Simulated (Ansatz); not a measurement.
Cartesian coordinates in Å:
```
N -1.6796 -0.0357 -0.1593
Si -0.1120 0.6033 -0.3915
S 0.9812 -0.0008 -2.1316
C 0.8678 0.1304 1.1443
Cl 0.8912 -1.6539 1.3019
H -1.7576 -0.9737 0.2050
H -2.3985 0.1427 -0.8428
H -0.1934 2.0771 -0.5389
H 1.0873 -1.2793 -1.7266
H 0.4105 0.5263 2.0516
H 1.9031 0.4637 1.0879
```

Charge 0, multiplicity 1.

(1) List the B3LYP/def2-TZVPP orbital energies in eV (the Gaussian-basis code of Ansatz). (An estimate is asked.)

Answers

(1) Ansatz gave: Occupied: -2762.64, -2417.58, -1799.69, -389.24, -278.18, -257.35, -215.62, -196.44, -196.20, -196.20, -160.17, -160.09, -159.99, -144.12, -99.46, -99.43, -99.43, -23.68, -23.26, -19.88, -18.44, -14.42, -13.79, -12.59, -11.89, -11.46, -10.97, -9.80, -9.39, -8.47, -8.22, -7.58, -7.02. Lowest empty: -0.20, 0.44, 0.53, 1.12, 1.37, 2.00, 2.19, 2.31.

B3LYP here is the variant with VWN-RPA as its local correlation; programs differ in this.
